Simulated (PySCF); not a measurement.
C3H7BO. Atoms are numbered in the order given.

```xyz
12

B      0.0569    -0.4560     0.0000
C     -0.7239    -1.8311     0.0000
H     -1.3892    -1.8869     0.8801
H     -1.3892    -1.8869    -0.8801
H     -0.0842    -2.7297     0.0000
C     -0.7113     0.9104     0.0000
C     -0.0933     2.1022     0.0000
H     -1.8097     0.9038     0.0000
H     -0.6389     3.0526     0.0000
H      1.0004     2.1660     0.0000
O      1.4201    -0.3952     0.0000
H      1.8364    -1.2655     0.0000
```

Coordinates come from a B3LYP-D3(BJ)/def2-SVP optimisation. One conformer was computed; it need not be the lowest.

The numbers are results of PBE/pcSseg-1 in PySCF, not measurements.

GIAO shieldings, no solvent; atoms listed in one row are averaged. δ = σ(ref) − σ: ¹¹B against BF3 (σ = 83.9 ppm); ¹³C against TMS (σ = 182.0 ppm); ¹H against TMS (σ = 31.49 ppm); ¹⁷O against H2O (σ = 334.3 ppm), references at their B3LYP-D3(BJ)/def2-TZVP geometries, non-relativistic.

| nucleus | atoms | count | δ (ppm) |
|---|---|---|---|
| ¹¹B | B1 | 1 | 32.6 |
| ¹³C | C6 | 1 | 145.2 |
| ¹³C | C7 | 1 | 144.8 |
| ¹³C | C2 | 1 | 11.1 |
| ¹H | H10 | 1 | 7.00 |
| ¹H | H8 | 1 | 6.56 |
| ¹H | H9 | 1 | 6.49 |
| ¹H | H12 | 1 | 5.32 |
| ¹H | H3, H4, H5 | 3 | 0.78 |
| ¹⁷O | O11 | 1 | 191.5 |
